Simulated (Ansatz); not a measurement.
A search over several starts for the lowest SCF solution of Li5⁺ at the given spin, in a small basis.

```yaml
crystal:
  periodic: [false, false, false]
  atoms:
    - {symbol: Li, position_ang: [-1.531325, 2.368313, 0.183029]}
    - {symbol: Li, position_ang: [-0.304093, -0.320223, 1.560965]}
    - {symbol: Li, position_ang: [-0.989493, -0.569042, -1.152516]}
    - {symbol: Li, position_ang: [1.531125, -2.368255, -0.183390]}
    - {symbol: Li, position_ang: [1.293776, 0.889206, -0.408088]}
basis:
  gaussian: {orbitals: def2-SVP}
total_charge: 1
magnetization: {spin_polarized: true, initial_magnetization: 0}
hamiltonian: {xc: pbe0}
output: {orbitals: {seedname: orbitals}}
```

```sh
$ ansatz run in.yaml --threads 4 --pin off --events-out ev --progress --plain --max-ram 3916MiB
```

It prints (some lines left out):

```
Functional definition: PBE0
645 factors; integrals over basis functions are off by at most 1.4e-4 eV
mean field evaluation 1: about -1013.8558 eV, gradient 5.9e0 eV
mean field evaluation 2: about -1014.3500 eV, gradient 2.2e0 eV
mean field evaluation 4: about -1014.4394 eV, gradient 1.5e-1 eV
mean field evaluation 8: about -1014.4021 eV, gradient 3.1e-3 eV
mean field evaluation 16: about -1014.4012 eV, gradient 9.8e-2 eV
mean field evaluation 32: about -1014.4027 eV, gradient 1.7e-2 eV
mean field evaluation 64: about -1014.4028 eV, gradient 7.2e-6 eV
mean field evaluation 96: about -1014.3936 eV, gradient 1.3e-1 eV
mean field -1014.40280973 eV, -37.2786156707 hartree, gradient 7.2e-6 eV, S^2 0.071203; 7 other end points of the search recorded, 0 dependent functions left out
reference -1014.40285364 eV, -37.2786172845 hartree; 7, 7 occupied and 38, 38 virtual orbitals, 645 factors
Total energy: -1014.40285364 eV, -37.2786172845 hartree
```

It took 7.5 s on 4 threads of Arm Neoverse V1 on a shared host.

The unrestricted singlet has broken spin symmetry (⟨S²⟩ up to 0.07). The structure comes from a short search, and lower isomers may exist.
